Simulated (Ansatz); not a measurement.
Basis sets compared for (OH)3Si-NH-SiH3 (Si₂NO₃H₇). Charge 0, multiplicity 1. Geometry PBE0-D4/def2-SVP. Ansatz on 2 threads of AMD EPYC 7R13 on a shared host; times are rough, and most runs start from earlier orbitals.

```xyz
13

Si    0.974    0.331    0.192
O     0.097    1.111    1.364
O     2.018   -0.646    1.019
O     1.915    1.284   -0.769
N    -0.168   -0.427   -0.843
Si   -1.848   -0.722   -0.491
H    -0.547    1.759    1.063
H     1.688   -1.007    1.848
H     2.795    1.460   -0.421
H     0.160   -0.699   -1.765
H    -2.617    0.548   -0.284
H    -2.437   -1.445   -1.657
H    -2.030   -1.547    0.742
```

LC-ωPBE has ω = 0.4 bohr⁻¹.

Binding counts from free atoms (Si triplet, O triplet, N quartet, H doublet) in the same basis, without a counterpoise term.

```tsv
level	functions	energy (Eh)	HOMO (eV)	LUMO (eV)	binding per atom (eV)	wall time
HF/STO-3G	45	-850.6460	-8.05	11.81	2.75	0.25 s
HF/6-31G	76	-860.9087	-11.21	3.50	2.17	0.55 s
PBE-D4/def2-SVP	127	-862.8063	-6.04	-0.26	3.89	1.6 s
PBE-D4/def2-TZVP	240	-863.3827	-6.31	-0.80	3.93	2.9 s
PBE0-D4/def2-SVP	127	-862.8751	-7.54	0.62	3.80	2 s
PBE0-D4/def2-TZVP	240	-863.4459	-7.73	0.06	3.85	4.7 s
LC-ωPBE/def2-TZVP (with forces)	240	-863.6465	-10.53	2.20	3.87	5 s
```

**Question.** Estimate the rows for PBE-D4/def2-TZVPD, PBE0-D4/def2-TZVPD, LC-ωPBE/def2-TZVPD.

**Answer.** 
| level | functions | energy (Eh) | HOMO (eV) | LUMO (eV) | binding per atom (eV) | wall time |
| --- | --- | --- | --- | --- | --- | --- |
| PBE-D4/def2-TZVPD | 306 | -863.3877 | -6.39 | -1.19 | 3.94 | 1.5 s |
| PBE0-D4/def2-TZVPD | 306 | -863.4499 | -7.78 | -0.46 | 3.86 | 1.4 s |
| LC-ωPBE/def2-TZVPD | 306 | -863.6506 | -10.57 | 1.11 | 3.87 | 1.7 s |
